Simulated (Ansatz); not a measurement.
Which isomer of C2H9BrSi2 gives these data?

These gas-phase data were calculated for one isomer of C2H9BrSi2 at B3LYP/6-31G* (harmonic, unscaled wavenumbers; equilibrium rotational constants with average atomic masses):

| Property | Result |
| --- | --- |
| rotational constants | 2.208, 1.116, 0.7833 GHz |
| all wavenumbers above 1500 cm⁻¹ | 3138, 3121, 3086, 3047, 3028, 2270, 2257, 2246, 2239 |

Candidates:

(1) `C[Si@H](Br)C[SiH3]`, a singlet
(2) `C[SiH2][Si@H](C)Br`, a singlet

Question: Which structure fits?

Answer: Candidate (1). 4 modes lie between 2000 and 2380 cm⁻¹, one for each Si–H bond, while (2) has 3.

The same quantities for all candidates:

```
     rotational constants (GHz)                           wavenumbers above 1500 cm⁻¹  E above the lowest, B3LYP/6-31G* (kcal/mol)
(1)        2.208, 1.116, 0.7833  3138, 3121, 3086, 3047, 3028, 2270, 2257, 2246, 2239                                          0.7
(2)        2.209, 1.111, 0.7912  3140, 3136, 3130, 3123, 3054, 3048, 2229, 2225, 2207                                          0.0
```

Each candidate is one conformer. Programs: Ansatz 0.2.0.
